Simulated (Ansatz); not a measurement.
SeMe2 (C₂H₆Se). Charge 0, multiplicity 1. Geometry PBE0-D4/def2-TZVP.

```xyz
9

Se    0.332   -1.251    0.036
C    -0.790   -0.251   -1.191
H    -0.211    0.529   -1.684
H    -1.637    0.184   -0.660
H    -1.156   -0.956   -1.937
C     0.794    0.238    1.192
H    -0.103    0.652    1.652
H     1.320    1.006    0.626
H     1.451   -0.151    1.968
```

HSE06 is defined as in plane-wave codes, on full-range PBE exchange.

(1) Estimate the orbital energies around the gap (eV) in Ansatz with PBE-D4/def2-TZVP, BLYP-D4/def2-TZVP, PBE0-D4/def2-TZVP, HSE06-D4/def2-TZVP, CAM-B3LYP-D4/def2-TZVP.

## Answers

(1) 
```json
{"orbital": "HOMO−5", "PBE-D4/def2-TZVP": "-10.54", "BLYP-D4/def2-TZVP": "-10.43", "PBE0-D4/def2-TZVP": "-12.17", "HSE06-D4/def2-TZVP": "-11.75", "CAM-B3LYP-D4/def2-TZVP": "-13.71"}
{"orbital": "HOMO−4", "PBE-D4/def2-TZVP": "-10.18", "BLYP-D4/def2-TZVP": "-10.06", "PBE0-D4/def2-TZVP": "-11.73", "HSE06-D4/def2-TZVP": "-11.32", "CAM-B3LYP-D4/def2-TZVP": "-13.20"}
{"orbital": "HOMO−3", "PBE-D4/def2-TZVP": "-9.92", "BLYP-D4/def2-TZVP": "-9.83", "PBE0-D4/def2-TZVP": "-11.50", "HSE06-D4/def2-TZVP": "-11.09", "CAM-B3LYP-D4/def2-TZVP": "-13.00"}
{"orbital": "HOMO−2", "PBE-D4/def2-TZVP": "-8.53", "BLYP-D4/def2-TZVP": "-8.39", "PBE0-D4/def2-TZVP": "-9.81", "HSE06-D4/def2-TZVP": "-9.41", "CAM-B3LYP-D4/def2-TZVP": "-11.13"}
{"orbital": "HOMO−1", "PBE-D4/def2-TZVP": "-7.44", "BLYP-D4/def2-TZVP": "-7.29", "PBE0-D4/def2-TZVP": "-8.62", "HSE06-D4/def2-TZVP": "-8.22", "CAM-B3LYP-D4/def2-TZVP": "-9.92"}
{"orbital": "HOMO", "PBE-D4/def2-TZVP": "-4.84", "BLYP-D4/def2-TZVP": "-4.70", "PBE0-D4/def2-TZVP": "-6.00", "HSE06-D4/def2-TZVP": "-5.60", "CAM-B3LYP-D4/def2-TZVP": "-7.32"}
{"orbital": "LUMO", "PBE-D4/def2-TZVP": "-0.43", "BLYP-D4/def2-TZVP": "-0.37", "PBE0-D4/def2-TZVP": "0.47", "HSE06-D4/def2-TZVP": "0.09", "CAM-B3LYP-D4/def2-TZVP": "1.43"}
{"orbital": "LUMO+1", "PBE-D4/def2-TZVP": "0.42", "BLYP-D4/def2-TZVP": "0.41", "PBE0-D4/def2-TZVP": "1.24", "HSE06-D4/def2-TZVP": "0.87", "CAM-B3LYP-D4/def2-TZVP": "2.01"}
{"orbital": "LUMO+2", "PBE-D4/def2-TZVP": "0.63", "BLYP-D4/def2-TZVP": "0.67", "PBE0-D4/def2-TZVP": "1.57", "HSE06-D4/def2-TZVP": "1.19", "CAM-B3LYP-D4/def2-TZVP": "2.51"}
{"orbital": "LUMO+3", "PBE-D4/def2-TZVP": "1.94", "BLYP-D4/def2-TZVP": "1.94", "PBE0-D4/def2-TZVP": "2.80", "HSE06-D4/def2-TZVP": "2.43", "CAM-B3LYP-D4/def2-TZVP": "3.59"}
{"orbital": "LUMO+4", "PBE-D4/def2-TZVP": "1.96", "BLYP-D4/def2-TZVP": "1.95", "PBE0-D4/def2-TZVP": "2.81", "HSE06-D4/def2-TZVP": "2.43", "CAM-B3LYP-D4/def2-TZVP": "3.67"}
{"orbital": "LUMO+5", "PBE-D4/def2-TZVP": "2.16", "BLYP-D4/def2-TZVP": "2.15", "PBE0-D4/def2-TZVP": "3.10", "HSE06-D4/def2-TZVP": "2.72", "CAM-B3LYP-D4/def2-TZVP": "3.99"}
```
